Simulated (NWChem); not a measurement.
System meant: C$_{2}$H$_{8}$OSn; SMILES [CH3][SnH]([CH3])[OH]

Input file for NWChem:

```
start job
memory heap 200 mb stack 900 mb global 1100 mb
geometry units angstroms noautoz
  Sn     0.068934    -0.000919     0.217865
  C     -0.928039    -1.777871    -0.472781
  C     -0.919734     1.779941    -0.474713
  O      1.955812    -0.005724    -0.444821
  H      0.300399    -0.000559     1.915843
  H     -1.031120    -1.761578    -1.567399
  H     -0.353084    -2.667830    -0.180830
  H     -1.931545    -1.841193    -0.026512
  H     -0.339850     2.667466    -0.185106
  H     -1.024411     1.762238    -1.569160
  H     -1.922297     1.849211    -0.027209
  H      2.012111    -0.003840    -1.406267
end
basis spherical
  Sn library def2-svp
  C library def2-svp
  O library def2-svp
  H library def2-svp
end
ecp
  Sn library def2-ecp
end
dft
  odft
  mult 2
  xc xpbe96 cpbe96
  iterations 150
  mulliken
end
task dft energy
```

End of the output:

```
 ==============================================================================
                                 internuclear angles
 ------------------------------------------------------------------------------
        center 1       |       center 2       |       center 3       |  degrees
 ------------------------------------------------------------------------------
    2 C                |   1 Sn               |   3 C                |   111.55
    2 C                |   1 Sn               |   4 O                |   109.20
    2 C                |   1 Sn               |   5 H                |   112.39
    3 C                |   1 Sn               |   4 O                |   109.20
    3 C                |   1 Sn               |   5 H                |   112.39
    4 O                |   1 Sn               |   5 H                |   101.59
    1 Sn               |   2 C                |   6 H                |   110.53
    1 Sn               |   2 C                |   7 H                |   109.95
    1 Sn               |   2 C                |   8 H                |   109.88
    6 H                |   2 C                |   7 H                |   109.00
    6 H                |   2 C                |   8 H                |   108.61
    7 H                |   2 C                |   8 H                |   108.84
    1 Sn               |   3 C                |   9 H                |   109.95
    1 Sn               |   3 C                |  10 H                |   110.54
    1 Sn               |   3 C                |  11 H                |   109.88
    9 H                |   3 C                |  10 H                |   109.00
    9 H                |   3 C                |  11 H                |   108.83
   10 H                |   3 C                |  11 H                |   108.61
    1 Sn               |   4 O                |  12 H                |   112.70
 ------------------------------------------------------------------------------
                            number of included internuclear angles:         19
 ==============================================================================

 Summary of "ao basis" -> "" (spherical)
 ------------------------------------------------------------------------------
       Tag                 Description            Shells   Functions and Types
 ---------------- ------------------------------  ------  ---------------------
 Sn                         def2-svp                10       26   4s4p2d
 C                          def2-svp                 6       14   3s2p1d
 O                          def2-svp                 6       14   3s2p1d
 H                          def2-svp                 3        5   2s1p

 Summary of "ao basis" -> "ao basis" (spherical)
 ------------------------------------------------------------------------------
       Tag                 Description            Shells   Functions and Types
 ---------------- ------------------------------  ------  ---------------------
 Sn                         def2-svp                10       26   4s4p2d
 C                          def2-svp                 6       14   3s2p1d
 O                          def2-svp                 6       14   3s2p1d
 H                          def2-svp                 3        5   2s1p

  number of electrons :                   50
  multiplicity        :                    2
 ------------------------------------------------------------------------
  no. of electrons and multiplicity not compatible                  50
 ------------------------------------------------------------------------
 ------------------------------------------------------------------------
  current input line :
    33: task dft energy
 ------------------------------------------------------------------------
 ------------------------------------------------------------------------
 There is an error in the input file
 ------------------------------------------------------------------------
 For more information see the NWChem manual at https://nwchemgit.github.io

0: no. of electrons and multiplicity not compatible:Received an Error in Communication
```

**Question.** Find the fault in this run and fix the input.

**Answer.** The input was rejected before any calculation. Cause: the multiplicity doesn't fit the number of electrons (an even count wants an odd multiplicity, and the reverse). This input runs:
```
start job
memory heap 200 mb stack 900 mb global 1100 mb
geometry units angstroms noautoz
  Sn     0.068934    -0.000919     0.217865
  C     -0.928039    -1.777871    -0.472781
  C     -0.919734     1.779941    -0.474713
  O      1.955812    -0.005724    -0.444821
  H      0.300399    -0.000559     1.915843
  H     -1.031120    -1.761578    -1.567399
  H     -0.353084    -2.667830    -0.180830
  H     -1.931545    -1.841193    -0.026512
  H     -0.339850     2.667466    -0.185106
  H     -1.024411     1.762238    -1.569160
  H     -1.922297     1.849211    -0.027209
  H      2.012111    -0.003840    -1.406267
end
basis spherical
  Sn library def2-svp
  C library def2-svp
  O library def2-svp
  H library def2-svp
end
ecp
  Sn library def2-ecp
end
dft
  xc xpbe96 cpbe96
  iterations 150
  mulliken
end
task dft energy
```
It converges to -370.21621 Ha (PBE/def2-SVP with def2 effective core potentials on Sn).
